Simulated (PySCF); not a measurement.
Ge³⁺ (germanium, charge +3) across methods

[Ar] 3d10 4s1, 2S determinant. Calculation: PySCF 2.14, in def2-QZVPPD (12s7p5d4f1g, 95 functions); no relativity, point nucleus. The B2PLYP total includes its PT2 part (frozen core); its orbital energies are those of the SCF part.

```csv
method,E (hartree),mean ε 3d α (eV),mean ε 3d β (eV),mean ε 4s α (eV),Σ⟨r²⟩ (bohr²),⟨S²⟩
r2SCAN,-2074.834,-64.580,-64.304,-40.882,14.77,0.751
UHF,-2073.36325,-78.217,-78.058,-44.093,14.80,0.750
B2PLYP,-2074.463,-71.679,-71.489,-42.653,14.79,0.750
BP86,-2075.101,-63.994,-63.736,-40.694,14.79,0.750
PBE,-2074.534,-63.876,-63.605,-40.517,14.83,0.750
B3LYP,-2074.891,-67.074,-66.865,-41.620,14.80,0.750
PBE0,-2074.596,-67.752,-67.514,-41.562,14.79,0.750
wB97X,-2074.897,-69.800,-69.659,-43.854,14.76,0.750
LDA,-2071.672,-64.242,-63.990,-40.895,14.80,0.750
```
